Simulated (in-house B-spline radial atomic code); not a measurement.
The numbers below are computed, except where a source is named.
Building a PAW s channel for Ga, r_c = 1.93 bohr

Ga, [Ar] 3d10 4s2 4p1, non-relativistic PBE, spherical and spin-unpolarised, from an all-electron radial atomic-structure program (B-spline basis) (atomic units; all potentials screened as in the neutral atom).

Two all-electron partial waves φ1, φ2 are integrated outwards at E1 = ε(4s) = -0.320089 and E2 = E1 + 2 hartree; φ1 is the bound orbital and φ2 has unit norm inside r_c = 1.9337 bohr. Smooth partners are polynomials, r^1(a0 + a1 r² + a2 r⁴ + a3 r⁶), matched to φ and three derivatives at r_c, with no condition on the norm. The local potential is -5.64732 + (3.66393) r² + (-1.0078) r⁴ + (0.101822) r⁶ inside 1.5832 bohr and the all-electron one outside.

```json
{"wave": "1", "φ(r_c)": "0.7069222", "φ'(r_c)": "-0.002791065", "a0": "0.3999286", "a1": "0.06627647", "a2": "-0.0296471", "a3": "0.002531457"}
{"wave": "2", "φ(r_c)": "0.01807417", "φ'(r_c)": "2.853001", "a0": "-2.321322", "a1": "0.8184672", "a2": "-0.03939717", "a3": "-0.003423132"}
```

Inside r_c the overlaps are <φi φj> = [[0.35164, -0.50423], [-0.50423, 1.00000]] and, for the smooth waves, [[0.41659, -0.80638], [-0.80638, 2.31991]]. With χj = (Ej − T − V_local) applied to smooth wave j, the program's quadrature gives the matrix B_ij = <smooth i, χj> as [[0.45355, -2.15819], [-1.55388, 7.70111]].

Problem. Check the match of the first wave, and find the augmentation charges q_ij.

Solution. At r_c the four terms are 0.77334, 0.47921, -0.80154, 0.25591, which sum to 0.7069, φ1(r_c) to rounding. q_ij is the all-electron overlap less the smooth one: [[-0.06495, 0.30216], [0.30216, -1.31991]]. The smooth first wave has a norm of 0.4166 inside r_c against 0.3516, so q11 is negative and must stay small enough for the overlap operator to be positive.

Problem. B isn't symmetric. Show that D_ij = B_ij + Ej q_ij is.

Solution. Integrating by parts gives B12 − B21 = (E1 − E2) q12: -2.15819 − (-1.55388) = -0.60431, and −2 × (0.30216) = -0.60432. So D12 = -2.15819 + (1.679911)(0.30216) = -1.65059 and D21 = -1.55388 + (-0.320089)(0.30216) = -1.65060; D11 = 0.47434, D22 = 5.48378. The projectors, p = (B⁻¹)ᵀ χ, are dual to the smooth waves; det B = 0.14.

Solving (T + V_local + Σ p D p) ψ = E (1 + Σ p q p) ψ in a sphere of 9 bohr, whose wall lifts the free-atom level a little, gives these levels:

```tsv
all-electron	one projector	two projectors
-0.320043	-0.320043	-9.213480
0.046482	0.045378	-0.320043
0.361140	0.351069	0.046480
0.836738	0.738179	0.361130
1.460640	1.010500	0.836723
```

Problem. What does the second projector gain?

Solution. With one projector the errors are 0.00, -1.10, -10.07, -98.56 millihartree, and the level at 1.0105 is out of step with the all-electron series: an extra state, or one far too low, so the pairing ends there. With two a ghost lies below the reference level, so the set fails. The lowest eigenvalue of the overlap operator is 0.639 with one and 0.0101 with two projectors. The smooth orbital alone needs a cutoff of 4.62 hartree for 1 millihartree of kinetic energy, against 12.7 for a norm-conserving Troullier-Martins orbital of the same radius, which is no gain while the set fails.
